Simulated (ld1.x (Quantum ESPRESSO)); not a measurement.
# Before and after: TM potential for Cs (Z = 55)

* Element: caesium
* Generator: ld1.x (Quantum ESPRESSO) 7.5
* Type: norm-conserving Troullier–Martins (Kleinman–Bylander form)
* Functional: LDA (PZ)
* Relativity: fully relativistic
* Frozen core: [Xe]
* Valence charge: 1
* Reference configuration: 5d0 6s1 6p0
* Partial waves: 6s (bound): rc 3.35 bohr; 6p (bound, empty): rc 3.95 bohr; 5d (bound, empty): rc 3.90 bohr
* Local potential: all-electron potential smoothed inside 3.55 bohr (lloc = -1)
* Core correction: none

Open shells are filled in proportion to 2j + 1 (rel_dist='average').

Change: local potential the d channel.

Cutoffs: the cutoffs (Ry, on a coarse ladder) from which the occupation-weighted sum of valence levels, in a spherical-Bessel basis at the reference potential, stays within 10 and 1 mRy of its value at 400 Ry; they do not see the model core or the augmentation charge, which bear on the density cutoff. Errors are all-electron minus pseudo energies relative to the spin-unpolarised reference configuration.

Question: How do hardness, ghosts and transferability respond?

Answer: Both files are so soft that the ladder of cutoffs tells neither apart; both files keep a bound ghost (s); the number of tests that count goes from 4 to 3; the errors of the 3 common tests hardly move; the range in which the d3/2 phases agree narrows (upper end 1.2 → -0.0); the range in which the d5/2 phases agree widens (upper end 1.2 → 4.0).

```csv
quantity,base,changed
"cutoff, loose",6 Ry,6 Ry
"cutoff, tight",8 Ry,8 Ry
bound ghosts,s,s
"tests counted (converged, no solver errors)",4 of 4,3 of 4
"error for 5d0 6s0.5 6p0, meV [ΔE 1.55 eV]",+17,+17
"error for 5d1 6s0 6p0, meV [ΔE 1.72 eV]",+86,+85
"error for 5d0.5 6s0.5 6p0, meV [ΔE 0.87 eV]",+25,+25
s: phases at 4.31 bohr within 0.05 rad from the reference energy up to (Ry; the scan ends near 5),2.0,n/a
p1/2: phases at 4.31 bohr within 0.05 rad from the reference energy up to (Ry; the scan ends near 5),0.0,0.0
p3/2: phases at 4.31 bohr within 0.05 rad from the reference energy up to (Ry; the scan ends near 5),0.0,-0.0
d3/2: phases at 4.31 bohr within 0.05 rad from the reference energy up to (Ry; the scan ends near 5),1.2,-0.0
d5/2: phases at 4.31 bohr within 0.05 rad from the reference energy up to (Ry; the scan ends near 5),1.2,4.0
```

Changed file: Tests not counted: 5d0 6s0 6p1 (solver errors, printed error -2.1 eV). A true bound ghost makes a file unfit for plane-wave use even where its test errors are small: the radial tests pick states by their node count and pass the ghost by. Where a test does run into it, the solver fails or the error is huge.
